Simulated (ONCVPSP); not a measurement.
# What one change does to a pseudopotential (thallium, ONCV)

thallium (Tl), optimised norm-conserving Vanderbilt (ONCV), made with ONCVPSP 4.0.1 (PBEsol, scalar-relativistic). Core [Xe] 4f14 5d10, reference 6s2 (charge +1). Waves: 6s: rc 2.00 bohr, ncon 3, nbas 7, qcut 2.7 1/bohr, 2 projectors, debl 0.6 Ha; p scattering state at 0.16 Ha: rc 2.10 bohr, ncon 4, nbas 8, qcut 4.4 1/bohr, 3 projectors, debl 2.4 Ha; d scattering state at 0.1 Ha: rc 1.65 bohr, ncon 5, nbas 10, qcut 5.6 1/bohr, 1 projector. Local part: polynomial inside 1.60 bohr (lpopt 5, dvloc0 0 Ha). Core correction: Teter function, fcfact 3.75, rcfact 1.05.

In the s channel the program set the typed energies aside and used -0.602, 0.250 Ha. In the p channel the program set the typed energies aside and used 0.050, 2.450, 4.850 Ha.

Change: s: rc 2.18.

Cutoffs: the cutoffs (Ha) at which the residual kinetic energy of the hardest occupied pseudo-wave falls to 1 and 0.1 mHa per electron; they do not see the model core or the augmentation charge, which bear on the density cutoff. Errors are all-electron minus pseudo energies relative to the spin-unpolarised reference configuration.

Problem. What does the change do?

Solution. The potential gets softer (20 Ha and 37 Ha → 16 Ha and 34 Ha); both files keep a bound ghost (p, s); of the 4 tests that both files solve, the error grows in 1 and shrinks in 1 by more than 15 % and 0.3 meV (median size 30.6 → 30.2 meV). A larger radius leaves more room for a smooth pseudo-wave, so fewer plane waves are needed.

| quantity | base | changed |
| --- | --- | --- |
| cutoff, loose | 20 Ha | 16 Ha |
| cutoff, tight | 37 Ha | 34 Ha |
| bound ghosts | s, p | s, p |
| GHOST(+) flags under 300 eV | none | none |
| error for 6s2 6p1, meV [ΔE -5.15 eV] | +46 | +46 |
| error for 6s1, meV [ΔE 20.84 eV] | -45 | -54 |
| error for 6s2 6p0.5, meV [ΔE -3.30 eV] | +15 | +15 |
| error for 6s1 6p1, meV [ΔE 8.36 eV] | +16 | +8.2 |
| p: phases at 2.13 bohr within 0.05 rad from the reference energy up to (Ha; the scan ends near 5) | to the end of the scan | to the end of the scan |
| d: phases at 1.67 bohr within 0.05 rad from the reference energy up to (Ha; the scan ends near 5) | 3.2 | 3.2 |
| rms error of d²Exc/dni dnj with the model core, mHa | 17.10 | 16.82 |

 A true bound ghost makes a file unfit for plane-wave use even where its test errors are small: the radial tests pick states by their node count and pass the ghost by.
